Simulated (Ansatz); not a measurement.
Total energies of `BN1B[SiH2]1`.

Cartesian coordinates in Å:
```
B -1.156 0.898 0.693
N -0.224 0.019 0.074
B -0.215 -1.289 -0.438
Si 1.424 -0.279 -0.532
H -0.813 1.997 1.021
H -2.276 0.513 0.875
H -1.026 -2.151 -0.531
H 1.817 0.573 -1.680
H 2.470 -0.281 0.518
```

Total charge 0; spin multiplicity 1. The geometry is a stationary point of PBE0-D4/def2-TZVP. Basis def2-TZVPP, the Gaussian-basis code of Ansatz.

RPA on PBE orbitals: Hartree–Fock energy of these orbitals -395.67377 Eh, correlation -0.91793 Eh (frozen core).

| functional | energy without D4 (Eh) | D4 term (kJ/mol) |
| --- | --- | --- |
| LDA (SPW92) | -394.78571 | – |
| PBE | -396.68573 | -16.5 |
| revPBE | -396.90197 | -50.3 |
| BLYP | -396.94751 | -36.6 |
| r2SCAN | -396.90122 | -3.9 |
| B97M-V | -396.93706 | – |
| PBE0 | -396.73332 | -13.9 |
| B3LYP | -397.03394 | -26.8 |
| r2SCANh | -396.89603 | -4.2 |
| r2SCAN0 | -396.88905 | -4.6 |
| HSE06 (plane-wave form) | -396.71990 | -12.9 |
| BHLYP | -396.94428 | -20.8 |
| CAM-B3LYP | -396.94306 | -14.1 |
| LC-ωPBE | -396.82066 | – |
| ωB97X-V | -396.92281 | – |
| ωB97M-V | -396.92414 | – |
| B2PLYP | -396.77969 | – |
| PBE-QIDH | -396.63062 | – |

B3LYP takes the VWN-RPA correlation (the form of Gaussian; ORCA's B3LYP/G). HSE06 is the plane-wave form, built on full-range PBE exchange. The double hybrids freeze the cores in their second-order part.

LC-ωPBE has ω = 0.4 bohr⁻¹.
